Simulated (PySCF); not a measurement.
Radial density of Mg⁺ (magnesium, charge +1)

PBEsol, [Ne] 3p1, 2P determinant (an excited configuration). All numbers are calculated (PySCF 2.14, no relativity, point nucleus, in aug-cc-pCVTZ (8s7p5d3f, 75 functions)).

```csv
r (bohr),4πr²ρ (e/bohr),4πr²(ρα − ρβ)
0.00188,0.04592,0.0000
0.00316,0.1258,0.0000
0.00531,0.3383,0.0000
0.00893,0.8772,0.0000
0.0150,2.147,0.0000
0.0253,4.756,-0.0001
0.0425,8.942,0.0000
0.0715,12.83,0.0012
0.120,12.13,0.0069
0.202,7.892,0.0246
0.340,9.023,0.0481
0.572,10.71,0.0338
0.962,4.818,-0.0010
1.62,0.6771,0.1204
2.72,0.3486,0.3376
4.58,0.1589,0.1589
7.70,0.005873,0.0059
```
